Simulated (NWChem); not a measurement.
Molecule: C$_{2}$H$_{3}$Cl$_{3}$; SMILES ClC(C)(Cl)Cl

Program: NWChem. Geometry: optimised at PBE0/def2-SVP. Level M06-L/def2-SVP: energy and gradient on several grids; changes count from the extra-fine grid, which is no exact limit either.

```json
[
 {"grid": "xcoarse", "size of the energy change (μHa)": "900", "largest change of a gradient component (μHa/bohr)": "3000", "time, medium = 1 (rough)": "about 1"},
 {"grid": "coarse", "size of the energy change (μHa)": "30", "largest change of a gradient component (μHa/bohr)": "600", "time, medium = 1 (rough)": "about 1"},
 {"grid": "medium", "size of the energy change (μHa)": "100", "largest change of a gradient component (μHa/bohr)": "200", "time, medium = 1 (rough)": "about 1"},
 {"grid": "fine", "size of the energy change (μHa)": "< 10", "largest change of a gradient component (μHa/bohr)": "100", "time, medium = 1 (rough)": "about 1"},
 {"grid": "xfine", "size of the energy change (μHa)": "< 10", "largest change of a gradient component (μHa/bohr)": "< 30", "time, medium = 1 (rough)": "2"}
]
```
